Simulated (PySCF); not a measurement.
## Exercise with solution: chemical shift, span and skew from a shielding tensor

B(H)(OMe)(SH) (CH₅BOS), SMILES COBS. Atoms are numbered in the order given.

```xyz
9

B     -0.9596     0.1136     0.0000
H     -2.1193     0.4354     0.0000
O     -0.6664    -1.2006     0.0000
C      0.6540    -1.7115     0.0000
H      1.2082    -1.3812    -0.8952
H      0.5982    -2.8090     0.0000
H      1.2082    -1.3812     0.8952
S      0.3613     1.3752     0.0000
H     -0.4707     2.4389     0.0000
```

The structure is a stationary point at B3LYP-D3(BJ)/def2-SVP. Other conformers were not sampled.

GIAO shieldings from HF/pcSseg-1 run with PySCF, non-relativistic, no solvent. The symmetric part of the tensor of C4 has the principal values 118.2, 118.8, 184.5 ppm. The same nucleus in TMS has σ = 192.6 ppm at this level (PySCF, at its B3LYP-D3(BJ)/def2-TZVP geometry).

Question: Work out the isotropic shielding, the ¹³C shift against TMS, the span and the skew.

Answer: 
σ(iso) = (σ11 + σ22 + σ33)/3 = 140.5 ppm. δ = σ(ref) − σ(iso) = 192.6 − (140.5) = 52.1 ppm.
Span Ω = σ33 − σ11 = 66.3 ppm. Skew κ = 3(σ(iso) − σ22)/Ω = 0.98, an axial tensor. Tumbling in solution averages the tensor to δ; in a static solid the shielding alone would spread this spin-1/2 line over Ω.
